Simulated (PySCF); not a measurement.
Molecule: C2H6BO, charge 0, multiplicity 2. It need not be the lowest isomer of its formula. SMILES: C[B]OC
Coordinates optimised at B3LYP-D3(BJ)/def2-TZVP (Ansatz):
```xyz
10

B     -0.8636     0.1017    -0.5405
C     -1.3185    -1.0129     0.4648
O      0.3193     0.7035    -0.6195
C      1.4502     0.4430     0.2303
H     -1.2322    -0.6540     1.4977
H     -0.6740    -1.8958     0.3744
H     -2.3469    -1.3333     0.3080
H      1.6975     1.3616     0.7608
H      1.2393    -0.3505     0.9475
H      2.2896     0.1544    -0.4009
```
Charge 0, spin multiplicity 2.

Dispersion corrections to the total energy (kcal/mol) from the dftd3 and dftd4 libraries through PySCF: D3(BJ) without and D4 with the three-body term, each with the damping fitted for the functional named.

```csv
functional,D3(BJ),D4
PBE,-3.67,-3.43
TPSSh,-4.13,[?]
LC-wPBE,-3.28,[?]
B2GP-PLYP,-2.01,-1.41
HSE06,-2.23,-2.62
BHLYP,-4.71,-3.76
r2SCAN,[?],-0.85
```

Task: Fill in the missing entries.

Result: 
- TPSSh, D4: -4.21
- LC-wPBE, D4: -3.77
- r2SCAN, D3(BJ): -1.00
